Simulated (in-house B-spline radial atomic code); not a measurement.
Radial electron density of Te⁸⁺, [Kr] 4d8. Computed with a B-spline radial code for spherical atoms: scalar-relativistic (X2C) r2SCAN0, spin-polarised, spherical fractional occupations, exact exchange averaged over the configuration, Fermi nucleus of rms radius 4.7423 fm.

One-electron X2C: radii and densities carry no picture-change correction, so inner-shell <1/r> comes out high (for 1s by about 2 % at Z = 33, 5 % at 54, 10 % at 75, 30 % at 118) and <r> low.

Columns: r (bohr), 4πr²n(r) (electrons per bohr), bar.

```
0.000828    1.968 #
   0.001    2.656 #
 0.00122     3.63 ##
 0.00147    4.845 ##
 0.00178    6.485 ###
 0.00216    8.656 ####
 0.00262    11.46 ######
 0.00317    14.98 ########
 0.00384    19.39 ##########
 0.00465    24.76 #############
 0.00563     31.1 ################
 0.00683    38.36 ###################
 0.00827    46.09 #######################
    0.01    53.74 ###########################
  0.0121    60.59 ###############################
  0.0147    65.72 #################################
  0.0178    68.02 ###################################
  0.0216    67.16 ##################################
  0.0261    63.82 ################################
  0.0316    59.81 ##############################
  0.0383    58.07 #############################
  0.0464    61.28 ###############################
  0.0563    69.93 ###################################
  0.0681     80.4 #########################################
  0.0826    86.68 ############################################
     0.1    83.61 ##########################################
   0.121    72.73 #####################################
   0.147    62.34 ################################
   0.178    61.61 ###############################
   0.215    68.82 ###################################
   0.261    71.99 #####################################
   0.316    60.87 ###############################
   0.383    40.33 ####################
   0.464    25.15 #############
   0.562    22.53 ###########
    0.68    25.33 #############
   0.824    23.65 ############
   0.998    16.22 ########
    1.21    8.026 ####
    1.47    2.794 #
    1.77    0.718 
    2.15   0.1131 
     2.6  0.01114 
    3.15 0.0005757
```

On this grid the curve has 4 maxima, near 0.0178, 0.0826, 0.261, 0.68 bohr.

The 4p up radial function P(r) = rR(r), positive near the nucleus:

```csv
r (bohr),P
0.001,0.001459
0.00147,0.002741
0.00216,0.005213
0.00317,0.009968
0.00465,0.01906
0.00683,0.03629
0.01,0.06752
0.0147,0.1224
0.0216,0.2103
0.0316,0.3294
0.0464,0.4494
0.0681,0.4722
0.1,0.2501
0.147,-0.2572
0.215,-0.6994
0.316,-0.4534
0.464,0.5456
0.68,1.278
0.998,0.9889
1.47,0.33
2.15,0.04151
3.15,0.001321
```
